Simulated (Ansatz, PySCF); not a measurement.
This PySCF input computes a PBE0/def2-TZVPD energy:

```python
from pyscf import gto, scf, dft

mol = gto.M(
    atom='''
    Si   -0.02644534   -0.11026537    0.35504379
    F    -0.47415953   -1.35786452   -0.54370235
    O    -1.07779125    1.08923669   -0.01031814
    O     1.48341860    0.40279095   -0.05119216
    H    -0.84030714    1.98591312    0.24441241
    H     2.23295896   -0.15763847    0.17037792
    ''',
    basis='def2-tzvpd',
    charge=0,
    spin=1,
    verbose=4,
)

mf = dft.UKS(mol, xc='pbe0').density_fit(auxbasis='def2-universal-jkfit')
mf.grids.level = 3
mf.conv_tol = 1e-9
mf.max_cycle = 100
mf.max_memory = 1500
mf.kernel()
if not mf.converged:
    mf = mf.newton()
    mf.kernel(mf.make_rdm1())
for _ in range(2):
    mo, _, stable, _ = mf.stability(return_status=True)
    if stable:
        break
    mf.kernel(mf.make_rdm1(mo, mf.mo_occ))
mf.analyze()
```

**Question.** Write an input for the same energy in Ansatz (a program for electronic structure) and say what it gives.

**Answer.** 
Ansatz 0.2 input:
```yaml
crystal:
  periodic: [false, false, false]
  atoms:
    - {symbol: Si, position_ang: [-0.02644534, -0.11026537, 0.35504379]}
    - {symbol: F, position_ang: [-0.47415953, -1.35786452, -0.54370235]}
    - {symbol: O, position_ang: [-1.07779125, 1.08923669, -0.01031814]}
    - {symbol: O, position_ang: [1.48341860, 0.40279095, -0.05119216]}
    - {symbol: H, position_ang: [-0.84030714, 1.98591312, 0.24441241]}
    - {symbol: H, position_ang: [2.23295896, -0.15763847, 0.17037792]}
basis:
  gaussian:
    orbitals: def2-TZVPD
hamiltonian:
  xc: {name: PBE0}
magnetization: {spin_polarized: true, initial_magnetization: 1}
output: {forces: true}
```
It gives -540.85544 Eh, and PySCF -540.85549 Eh, a difference of 0.05 mEh, from the treatment of integrals and grids.

It need not be the lowest isomer of its formula.
